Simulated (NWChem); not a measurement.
System: CF3 cation

Input file for NWChem:

```
start job
memory heap 200 mb stack 900 mb global 1100 mb
charge 1
geometry units angstroms noautosym nocenter noautoz
  F      1.186292    -0.317866     0.000000
  C      0.000000     0.000000     0.000000
  F     -0.317866     1.186292     0.000000
  F     -0.868426    -0.868426     0.000000
end
basis spherical
  * library pcsseg-2
end
dft
  xc pbe0
  iterations 150
end
property
  shielding 2 1 2
end
task dft property
```

Output (shortened):

```
             Northwest Computational Chemistry Package (NWChem) 7.3.0
             --------------------------------------------------------

                             Geometry "geometry" -> ""
                             -------------------------

 Output coordinates in angstroms (scale by  1.889725989 to convert to a.u.)

  No.       Tag          Charge          X              Y              Z
 ---- ---------------- ---------- -------------- -------------- --------------
    1 F                    9.0000     1.18629200    -0.31786600     0.00000000
    2 C                    6.0000     0.00000000     0.00000000     0.00000000
    3 F                    9.0000    -0.31786600     1.18629200     0.00000000
    4 F                    9.0000    -0.86842600    -0.86842600     0.00000000

 Effective nuclear repulsion energy (a.u.)     130.2524523609

                              NWChem Property Module
                              ----------------------

  itol2e modified to match energy
  convergence criterion.

                                 NWChem DFT Module
                                 -----------------

 Summary of "ao basis" -> "ao basis" (spherical)
 ------------------------------------------------------------------------------
       Tag                 Description            Shells   Functions and Types
 ---------------- ------------------------------  ------  ---------------------
 F                          pcsseg-2                12       36   4s5p2d1f
 C                          pcsseg-2                12       36   4s5p2d1f

  itol2e modified to match energy
  convergence criterion.

            General Information
            -------------------
          SCF calculation type: DFT
          Wavefunction type:  closed shell.
          No. of atoms     :     4
          No. of electrons :    32
           Alpha electrons :    16
            Beta electrons :    16
          Charge           :     1
          Spin multiplicity:     1
          Use of symmetry is: off; symmetry adaption is: off
          Maximum number of iterations: 150
          AO basis - number of functions:   144
                     number of shells:    48
          Convergence on energy requested:  1.00D-07
          Convergence on density requested:  1.00D-05
          Convergence on gradient requested:  5.00D-04

              XC Information
              --------------
                         PBE0 Method XC Functional
                     Hartree-Fock (Exact) Exchange  0.250
          PerdewBurkeErnzerhof Exchange Functional  0.750
            Perdew 1991 LDA Correlation Functional  1.000 local
           PerdewBurkeErnz. Correlation Functional  1.000 non-local

             Grid Information
             ----------------
          Grid used for XC integration:  fine
          Radial quadrature: Mura-Knowles
          Angular quadrature: Lebedev.
          Tag              B.-S. Rad. Rad. Pts. Rad. Cut. Ang. Pts.
          ---              ---------- --------- --------- ---------
          F                   0.50       70           7.0       590
          C                   0.70       70           6.0       590
          Grid pruning is: on
          Number of quadrature shells:   280
          Spatial weights used:  Erf1

      Superposition of Atomic Density Guess
      -------------------------------------

 Sum of atomic energies:        -335.91130967

 Renormalizing density from      33.00 to     32

      Non-variational initial energy
      ------------------------------

 Total energy =    -330.893381
 1-e energy   =    -704.686328
 2-e energy   =     243.540494
 HOMO         =      -1.053082
 LUMO         =      -0.347385

   convergence    iter        energy       DeltaE   RMS-Dens  Diis-err
 ---------------- ----- ----------------- --------- --------- ---------
 d= 0,ls=0.0,diis     1   -336.8158812147 -4.67D+02  7.99D-03  3.15D+00
 d= 0,ls=0.0,diis     2   -336.5200415754  2.96D-01  4.95D-03  7.58D+00
 d= 0,ls=0.0,diis     3   -337.0577029991 -5.38D-01  1.17D-04  1.58D-03
 d= 0,ls=0.0,diis     4   -337.0578506132 -1.48D-04  1.75D-05  9.66D-05
 d= 0,ls=0.0,diis     5   -337.0578563684 -5.76D-06  4.68D-06  1.94D-06
 d= 0,ls=0.0,diis     6   -337.0578565237 -1.55D-07  8.83D-07  1.53D-07
 d= 0,ls=0.0,diis     7   -337.0578565361 -1.25D-08  1.07D-07  9.90D-10

         Total DFT energy =     -337.057856536144
      One electron energy =     -715.294158988863
           Coulomb energy =      284.140343746149
    Exchange-Corr. energy =      -36.156493654352
 Nuclear repulsion energy =      130.252452360922

 Numeric. integr. density =       31.999999757163

                       DFT Final Molecular Orbital Analysis
                       ------------------------------------

 Vector   14  Occ=2.000000D+00  E=-8.406614D-01
              MO Center=  5.8D-01,  1.1D-01, -5.6D-09, r^2= 1.5D+00
   Bfn.  Coefficient  Atom+Function         Bfn.  Coefficient  Atom+Function
  ----- ------------  ---------------      ----- ------------  ---------------
    16      0.358098  1 F  pz                13      0.296123  1 F  pz
    88     -0.250158  3 F  pz                85     -0.206864  3 F  pz
    19      0.150832  1 F  pz                10      0.143326  1 F  pz
   124     -0.107940  4 F  pz                91     -0.105368  3 F  pz
    82     -0.100124  3 F  pz               121     -0.089259  4 F  pz

 Vector   15  Occ=2.000000D+00  E=-8.406614D-01
              MO Center= -5.8D-01, -1.1D-01,  4.3D-09, r^2= 1.5D+00
   Bfn.  Coefficient  Atom+Function         Bfn.  Coefficient  Atom+Function
  ----- ------------  ---------------      ----- ------------  ---------------
   124      0.351176  4 F  pz               121      0.290400  4 F  pz
    88     -0.269067  3 F  pz                85     -0.222501  3 F  pz
   127      0.147917  4 F  pz               118      0.140556  4 F  pz
    91     -0.113332  3 F  pz                82     -0.107692  3 F  pz
    16     -0.082109  1 F  pz                13     -0.067899  1 F  pz

 Vector   16  Occ=2.000000D+00  E=-8.030431D-01
              MO Center= -3.4D-07, -9.8D-08,  8.3D-10, r^2= 1.9D+00
   Bfn.  Coefficient  Atom+Function         Bfn.  Coefficient  Atom+Function
  ----- ------------  ---------------      ----- ------------  ---------------
    15      0.267544  1 F  py                86     -0.267544  3 F  px
    12      0.217211  1 F  py                83     -0.217211  3 F  px
   122      0.195856  4 F  px               123     -0.195856  4 F  py
   119      0.159010  4 F  px               120     -0.159010  4 F  py
    18      0.111616  1 F  py                89     -0.111616  3 F  px

 Vector   17  Occ=0.000000D+00  E=-3.816582D-01
              MO Center=  1.1D-08,  2.1D-08, -5.0D-09, r^2= 1.2D+00
   Bfn.  Coefficient  Atom+Function         Bfn.  Coefficient  Atom+Function
  ----- ------------  ---------------      ----- ------------  ---------------
    52      0.556050  2 C  pz                49      0.379873  2 C  pz
    16     -0.197883  1 F  pz                88     -0.197883  3 F  pz
   124     -0.197882  4 F  pz                55      0.171232  2 C  pz
    19     -0.165006  1 F  pz                91     -0.165006  3 F  pz
   127     -0.165007  4 F  pz                46      0.163953  2 C  pz

 Vector   18  Occ=0.000000D+00  E=-2.335100D-01
              MO Center=  6.8D-07,  6.9D-07,  2.5D-09, r^2= 2.8D+00
   Bfn.  Coefficient  Atom+Function         Bfn.  Coefficient  Atom+Function
  ----- ------------  ---------------      ----- ------------  ---------------
    40      1.590093  2 C  s                 39      0.589075  2 C  s
     4     -0.542468  1 F  s                 76     -0.542468  3 F  s
   112     -0.542467  4 F  s                 17      0.210390  1 F  px
    90      0.210390  3 F  py                38      0.183153  2 C  s
   125     -0.154016  4 F  px               126     -0.154016  4 F  py

 Vector   19  Occ=0.000000D+00  E=-7.702812D-02
              MO Center=  1.3D-02,  1.3D-02, -6.3D-09, r^2= 5.4D+00
   Bfn.  Coefficient  Atom+Function         Bfn.  Coefficient  Atom+Function
  ----- ------------  ---------------      ----- ------------  ---------------
    53      1.179625  2 C  px                54      1.164720  2 C  py
   112      1.075910  4 F  s                  4     -0.543877  1 F  s
    76     -0.532029  3 F  s                 50      0.352141  2 C  px
    51      0.347692  2 C  py                18     -0.273283  1 F  py
    89     -0.274357  3 F  px               126      0.175511  4 F  py

     Multipole analysis of the density
     ---------------------------------

     L   x y z        total         alpha         beta         nuclear
     -   - - -        -----         -----         ----         -------
     0   0 0 0      1.000000    -16.000000    -16.000000     33.000000

     1   1 0 0     -0.000000     -0.000000     -0.000000      0.000000
     1   0 1 0     -0.000000     -0.000000     -0.000000      0.000000
     1   0 0 1     -0.000000     -0.000000     -0.000000      0.000000

     2   2 0 0    -11.786055    -42.250785    -42.250785     72.715515
     2   1 1 0     -0.000000      0.000001      0.000001     -0.000002
     2   1 0 1      0.000000      0.000000      0.000000      0.000000
     2   0 2 0    -11.786055    -42.250785    -42.250785     72.715515
     2   0 1 1      0.000000      0.000000      0.000000      0.000000
     2   0 0 2    -12.051971     -6.025985     -6.025985      0.000000

          -----------------------------------------
          Chemical Shielding Tensors (GIAO, in ppm)
          -----------------------------------------

                                NWChem CPHF Module
                                ------------------

  scftype          =     RHF
  nclosed          =       16
  nopen            =        0
  variables        =     2048
  # of vectors     =        3
  tolerance        = 0.10D-03
  level shift      = 0.00D+00
  max iterations   =       50
  max subspace     =       30

 SCF residual:    2.2155310271472116E-006

Iterative solution of linear equations
  No. of variables     2048
  No. of equations        3
  Maximum subspace       30
        Iterations       50
       Convergence  1.0D-04

   iter   nsub   residual    time
   ----  ------  --------  ---------
     1      3    4.02D-01      41.1
     2      6    1.80D-02      43.9
     3      9    9.56D-04      46.8
     4     12    4.44D-05      49.6

      Atom:    1  F
        Diamagnetic
    486.9011    -10.4585     -0.0000
    -10.4585    450.6721      0.0000
     -0.0000      0.0000    449.4690

        Paramagnetic
   -317.5574    -56.4976     -0.0000
    -56.4976   -513.2710      0.0000
     -0.0000      0.0000   -172.1363

        Total Shielding Tensor
    169.3437    -66.9561     -0.0000
    -66.9561    -62.5989      0.0000
     -0.0000      0.0000    277.3327

           isotropic =     128.0258
          anisotropy =     223.9602

          Principal Components and Axis System
                 1           2           3
              277.3327    187.2846    -80.5397

      1        -0.0000      0.9659      0.2588
      2         0.0000     -0.2588      0.9659
      3         1.0000      0.0000     -0.0000

      Atom:    2  C
        Diamagnetic
    262.6736     -0.0000     -0.0000
     -0.0000    262.6736     -0.0000
     -0.0000     -0.0000    240.9538

        Paramagnetic
   -255.6256      0.0000      0.0000
      0.0000   -255.6256     -0.0000
      0.0000     -0.0000   -199.3290

        Total Shielding Tensor
      7.0480      0.0000      0.0000
      0.0000      7.0480     -0.0000
      0.0000     -0.0000     41.6248

           isotropic =      18.5736
          anisotropy =      34.5768

          Principal Components and Axis System
                 1           2           3
               41.6248      7.0480      7.0480

      1         0.0000      0.7259     -0.6879
      2        -0.0000      0.6879      0.7259
      3         1.0000      0.0000      0.0000
```

Level: PBE0/pcSseg-2, GIAO. Structure relaxed at the PBE0/def2-SVP level. The printed shielding anisotropy is the first printed principal value minus the mean of the other two.
